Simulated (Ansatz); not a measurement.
Computed with Ansatz on PBE0-D4/def2-TZVP structures; ΔE is electronic, products minus reactants. CCSD(T)/CBS adds triple-zeta CCSD(T) − MP2 to the extrapolated MP2 energy (def2 sets, frozen cores). This one scheme is used for every species. Functionals use def2-TZVPP. B3LYP here is the variant with VWN-RPA as its local correlation; programs differ in this. Elements past krypton have def2 core potentials. For Br, In outer-core shells are correlated without core-valence functions, which leaves a few kJ/mol of doubt a bond. Scalar relativity is left out up to krypton. One conformer a species, not always the lowest.

Consider the formal hydrolysis of the In–Br bond: `[OH][In]([OH])[Br]` + H₂O → `[OH][In]([OH])[OH]` + HBr.

`[OH][In]([OH])[Br]`:

Z-matrix (Å, degrees):
```
In
O 1 1.964
Br 1 2.441 2 120.6
O 1 1.972 2 117.9 3 180.0
H 2 0.962 1 111.4 3 180.0
H 4 0.961 1 112.6 2 -180.0
```

H₂O:

Z-matrix (Å, degrees):
```
O
H 1 0.960
H 1 0.960 2 105.1
```

`[OH][In]([OH])[OH]`:

```xyz
7

O     1.908    0.489    0.112
In    0.000    0.000    0.000
O    -0.541   -1.661   -0.917
O    -1.367    1.171    0.805
H     2.474   -0.159   -0.317
H    -1.493   -1.787   -0.905
H    -0.981    1.947    1.221
```

HBr:

```xyz
2

Br   -0.055   -0.669    0.231
H     0.055    0.669   -0.231
```

```tsv
level	ΔE (kJ/mol)	difference from CCSD(T)/CBS
PBE-D4	105.3	-4.7
r2SCAN-D4	109.5	-0.5
PBE0-D4	115.2	5.2
B3LYP-D4	108.4	-1.6
ωB97X-V	107.0	-3.0
ωB97M-V	109.5	-0.5
B2PLYP	106.0	-4.0
PBE	104.0	-6.0
r2SCAN	109.3	-0.7
PBE0	114.0	4.0
B3LYP	106.3	-3.7
HF/def2-TZVPP	125.8	15.8
MP2/def2-TZVPP	108.4	-1.6
SCS-MP2/def2-TZVPP	105.2	-4.8
CCSD/def2-TZVPP	108.2	-1.8
CCSD(T)/def2-TZVPP	105.9	-4.1
HF/def2-QZVPP	125.1	15.1
MP2/def2-QZVPP	110.6	0.6
SCS-MP2/def2-QZVPP	107.2	-2.8
CCSD/def2-QZVPP	109.0	-1.0
CCSD(T)/def2-QZVPP	107.1	-2.9
HF/CBS(def2)	125.0	15.0
MP2/CBS(def2)	112.6	2.6
CCSD/CBS(def2)	112.4	2.4
CCSD(T)/CBS	110.0	0
```

Largest T1 diagnostic among the species: 0.017.

From PBE to PBE0 (25 % exact exchange), in def2-TZVPP and without D4, ΔE moves by +9.9 kJ/mol. In def2-TZVPP, CCSD(T) changes the Hartree–Fock value by −19.9 kJ/mol (the triples alone add −2.3 kJ/mol) and MP2 by −17.4 kJ/mol.
